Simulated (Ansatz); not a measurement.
Si21H30, relaxed as a singlet with RKS r2SCAN-D4/def2-SVP in Ansatz, starting from a model built from a lattice or polyhedron. Force threshold 0.03 eV/Å.

Single mean-field runs in def2-SVP are fitted with def2-universal-jkfit.

Start:

```xyz
51

Si    0.6885    1.8755    3.5272
Si    2.6375   -3.7988    0.6314
Si    3.4963   -0.4521    2.3339
Si   -0.1700   -1.4545    1.8358
Si   -1.6884   -1.4962   -1.6773
Si   -0.8262    1.8556    0.0146
Si    1.9741   -0.4760   -1.1779
Si   -4.5136    0.8281   -0.5081
Si   -2.3834    1.8052   -3.4748
Si    2.8289    2.8627    0.5139
Si    0.5103   -3.6729    1.5813
Si   -3.8345   -1.3839   -0.7746
Si    1.3326   -0.3614    3.2950
Si   -2.9884    1.9326    0.9662
Si    0.6732    2.9495    1.4606
Si    4.1682   -2.6882    2.0757
Si    2.6440   -2.7066   -1.4686
Si    3.4943    0.6083    0.2445
Si   -1.7057   -0.3920   -3.7743
Si   -0.8464    2.9266   -2.0603
Si   -4.5014    1.8962   -2.5772
H     1.6153    2.5319    4.4287
H    -0.6196    1.9096    4.1151
H     3.0663   -5.1691    0.4606
H     4.4275    0.2176    3.2163
H    -1.4728   -1.4103    2.4255
H    -1.2935   -2.8611   -1.8496
H     1.9851    0.1969   -2.4469
H    -5.8172    0.8831    0.0802
H    -2.3669    2.4864   -4.8105
H     3.7751    3.5507    1.3935
H     2.8562    3.5034   -0.7729
H     0.5148   -4.3738    2.8725
H    -0.4493   -4.3641    0.6909
H    -3.8524   -2.0662    0.5206
H    -4.7591   -2.0824   -1.6175
H     1.3737   -1.0096    4.5633
H    -2.9962    1.2762    2.2338
H    -3.3900    3.3057    1.1162
H     0.2624    4.3436    1.6205
H     4.2046   -3.3333    3.3945
H     5.5182   -2.7489    1.4702
H     3.9723   -2.7816   -2.0244
H     1.6964   -3.3851   -2.3326
H     4.8229    0.5707   -0.3271
H    -0.3642   -0.4768   -4.3398
H    -2.6206   -1.0896   -4.6404
H     0.4978    2.8906   -2.6569
H    -1.2459    4.3103   -1.9078
H    -5.4277    1.2247   -3.4604
H    -4.9029    3.2929   -2.4027
```

(1) Estimate the energy that the relaxation releases and the steps that it takes.

(2) Does the start keep its bonding and symmetry?

(3) Predict the relaxed structure.

## Answers

(1) 543.4 kJ/mol, in 16 steps; 96 s on 2 threads of AMD EPYC 7R13 on a shared host and a share (18 GiB) of an NVIDIA H100 80GB HBM3. The force fell under the threshold at step 13, but the optimiser went on. No frequencies were taken in this run, so the end may be a saddle point.

(2) Bonds formed: Si4–Si6, Si5–Si7 (atoms count from 1).

(3) 
```xyz
51

Si    1.0466    2.1468    3.8903
Si    2.1445   -3.5901    0.5235
Si    3.2587   -0.3968    2.0353
Si   -0.4287   -0.6412    1.8720
Si   -0.8312   -1.4558   -1.9350
Si   -0.8797    1.4275    0.7224
Si    1.4291   -0.6969   -1.6322
Si   -4.1978    0.4974   -0.4749
Si   -2.0689    1.7009   -3.2835
Si    2.5118    2.8075    0.4385
Si    0.0405   -2.9119    1.3403
Si   -2.9143   -1.4540   -0.7842
Si    1.3341   -0.1186    3.3556
Si   -3.1511    1.8242    1.1629
Si    0.5648    2.9911    1.7549
Si    3.7926   -2.6777    1.9185
Si    2.5411   -2.7709   -1.6440
Si    2.7835    0.5202   -0.0898
Si   -1.4403   -0.4542   -3.9746
Si   -0.6848    2.3064   -1.4771
Si   -4.2819    1.6765   -2.5027
H     2.2632    2.7662    4.5041
H    -0.1195    2.3315    4.8124
H     2.1446   -5.0902    0.5734
H     4.4025    0.4095    2.5793
H    -1.6720   -0.7773    2.7096
H    -0.6316   -2.9287   -2.1721
H     1.7186    0.0148   -2.9240
H    -5.5642    0.0378   -0.0564
H    -1.8668    2.7362   -4.3508
H     3.7294    3.1587    1.2418
H     2.4772    3.7012   -0.7596
H    -0.0495   -3.4669    2.7352
H    -1.0216   -3.5904    0.5381
H    -2.8701   -2.1663    0.5283
H    -3.6848   -2.3326   -1.7301
H     1.3382   -1.0450    4.5346
H    -3.5459    1.4104    2.5453
H    -3.4905    3.2706    0.9685
H    -0.0104    4.3744    1.7365
H     3.7573   -3.2893    3.2856
H     5.1561   -2.8799    1.3331
H     4.0148   -2.6081   -1.8615
H     1.9953   -3.6908   -2.6903
H     4.0684    0.4140   -0.8685
H    -0.2972   -0.3993   -4.9381
H    -2.5895   -1.1687   -4.6173
H     0.7363    2.2729   -1.9424
H    -0.9920    3.7450   -1.1636
H    -5.1830    0.9886   -3.4814
H    -4.7820    3.0715   -2.2860
```
Bond lengths: 27 × Si–Si 2.34 to 2.41 Å; 30 × H–Si 1.49 to 1.51 Å.
